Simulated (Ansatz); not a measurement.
Breaking a bond: SiH (cation, charge +1), singlet.

Level of theory: full CI/aug-cc-pVDZ, frozen core (Ansatz, a program for electronic structure).

**Question.** Relative to R = 1.52 Å, what are the energies at R = 1.39, 2.53, 4.14, 4.54 Å?

**Answer.** 17.4 kJ/mol at 1.39 Å, 214.2 kJ/mol at 2.53 Å, 303.2 kJ/mol at 4.14 Å, 304.7 kJ/mol at 4.54 Å.
